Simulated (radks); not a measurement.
Species: Li. Configuration: [He] 2s1. All-electron calculation, scalar-relativistic Kohn-Sham, r2SCAN, spin-polarised, spherical densities, finite nucleus; open shells are filled with parallel spins first; meta-GGA in the generalised Kohn-Sham scheme; Fermi nuclear charge, rms radius 2.444 fm. Program: a radial shooting solver on a logarithmic mesh with Libxc functionals.

Normalised radial functions P(r) = r R(r), r in bohr:

```
   r/bohr * 1s up, o 1s down, + 2s up (the largest magnitude, 1.18, reaches the edge; | marks zero, & curves that meet)
   0.0255                             |+   &
   0.0314                             |+    &
  0.03897                             |+     &
  0.04798                             | +      &
  0.05955                             | +        &
  0.07332                             | +          &
  0.09099                             |  +           &
    0.112                             |  +             &
   0.1379                             |  +                &
   0.1712                             |   +                 &
   0.2108                             |   +                   &
   0.2616                             |   +                     &
   0.3221                             |   +                      &
   0.3997                             |   +                      &
   0.4922                             |  +                      &
   0.6108                             | +                    &
    0.752                             |+                  &
   0.9259                            +|               &
    1.149                          +  |          &
    1.415                       +     |      &
    1.756                     +       |   &
    2.162                   +         | &
    2.683                 +           |&
    3.304                 +           &
      4.1                  +          &
    5.048                    +        &
    6.215                       +     &
    7.714                          +  &
    9.498                            +&
    11.79                             &
```

1s up: eigenvalue -53.287 eV, 0 radial nodes, <r> = 0.576 bohr, 90 % of the charge inside 1.04 bohr. 1s down: eigenvalue -53.122 eV, 0 radial nodes, <r> = 0.579 bohr, 90 % of the charge inside 1.05 bohr. 2s up: eigenvalue -3.265 eV, 1 radial node at r = 0.835 bohr, <r> = 3.81 bohr, 90 % of the charge inside 5.93 bohr.
